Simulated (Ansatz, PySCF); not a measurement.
SbHBr2, SMILES [Br][SbH][Br].

The structure is a stationary point at PBE0-D3(BJ)/def2-SVP. The structure was generated by enumeration; whether it is a known compound was not checked. The def2 effective core potentials stand for the cores of Sb; spin–orbit coupling is left out.

Vertical ionisation energy (IE) and electron affinity (EA) in eV. Rows of orbital energies are one-electron estimates. Where ΔSCF, EOM or ADC give a negative EA the extra electron is unbound and the value depends on the basis.

```tsv
level	IE	EA
−ε(HOMO), −ε(LUMO), r2SCAN/def2-TZVPD (PySCF)	6.96	2.89
−ε(HOMO), −ε(LUMO), PBE/def2-TZVPD (PySCF)	6.68	3.04
ΔSCF, CAM-B3LYP/def2-SVPD (Ansatz), final states of multiplicity 2 and 2	9.93	0.74
ΔSCF, PBE/def2-SVPD (Ansatz), final states of multiplicity 2 and 2	9.38	0.70
```

Question: What vertical singlet–triplet gap does ΔSCF give with CAM-B3LYP/def2-SVPD (Ansatz, an electronic-structure program) and with PBE/def2-SVPD (Ansatz)? (An estimate is asked for; the answer gives what the named calculation found.)

Answer: 3.80 and 3.44 eV (triplet above singlet where positive).
